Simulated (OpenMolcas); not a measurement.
Nb II.

| Quantity | Value |
| --- | --- |
| Program | OpenMolcas |
| Basis | ANO-RCC-VTZP [7s6p4d2f1g] |
| Scalar Hamiltonian | DKH2, point nucleus |
| Active space | 4 electrons in 6 orbitals (4d 5s) |
| State averaging | 2S+1 = 5 even, 15 roots; 2S+1 = 3 even, 102 roots; 2S+1 = 1 even, 84 roots (79 in the spin-orbit step) |
| Spin-orbit coupling | RASSI with atomic mean-field integrals over the reference wave functions, term energies averaged over their components |

Two sets of levels on these reference wave functions, in cm-1 above 4d4 5D0: one from CASSCF and one from MS-CASPT2, IPEA 0.25 Eh, imaginary shift 0.1 Eh (closed shells correlated: 4s 4p).

```
     Level  Set 1  Set 2
   4d4 5D0    0.0    0.0
4d3 5s 5F1   52.5   2180
   4d4 5D1    160    171
4d3 5s 5F2    313   2450
   4d4 5D2    449    470
4d3 5s 5F3    696   2830
   4d4 5D3    835    857
4d3 5s 5F4   1192   3330
   4d4 5D4   1292   1302
4d3 5s 5F5   1786   3920
4d4 3P0(1)   7250   6000
4d4 3P1(1)   7840   6610
4d4 3P2(1)   8900   7690
   4d4 3F2   9420   7410
   4d4 3F3   9790   7840
   4d4 3F4  10220   8280
```

Q: Which set is which?

A: Set 2 is MS-CASPT2. Its levels of the other terms of 4d4 lie at 0.79 to 0.86 of the other set's values, as expected, since terms of lower spin or lower L gain more correlation energy than the Hund ground term. Against 12 measured levels (NIST Handbook of Basic Atomic Spectroscopic Data) the mean absolute deviation is 200 cm-1 with it and 1400 cm-1 without; single levels miss by up to 440 cm-1 with it.

CASPT2 breaks the degeneracy within a term, and the mean is taken; among the terms shown or strongly mixed into the levels shown the widest spread is 790 cm-1 (4d3 5s 5F, MS-CASPT2). Over all roots computed the reference weight is 0.87 to 0.93 in MS-CASPT2; the roots of lowest weight are the least certain, and an intruder state may touch them. Some high roots are left out of the spin-orbit mixing, which shifts the levels that they would mix with. Configurations are named by rounded mean occupations; where the s occupation lies near a half they are strongly mixed, a name can repeat and a true partner stay unpaired. A single d shell beside an s shell can misplace configurations of different d count against each other. Without dynamic correlation excited terms often stand tens of per cent too high (terms of higher spin than the ground term too low), and those without a measured partner can miss by more than the paired ones (holds for CASSCF). Blocks of more than 70 roots (2S+1 = 3 even, 1 even) ran without multistate coupling (holds for MS-CASPT2). Measured partners are found by configuration, term and J. A level has none where our copy of the source lacks it or the pairing is in doubt (some pairs that miss far off the trend of their configuration count as doubtful), and it then counts in no deviation. Only configurations of the active space appear. The table leaves out levels that lie high or whose names do not pair safely across all columns.

A number in round brackets counts repeated terms of one configuration in the order of the reference energies.
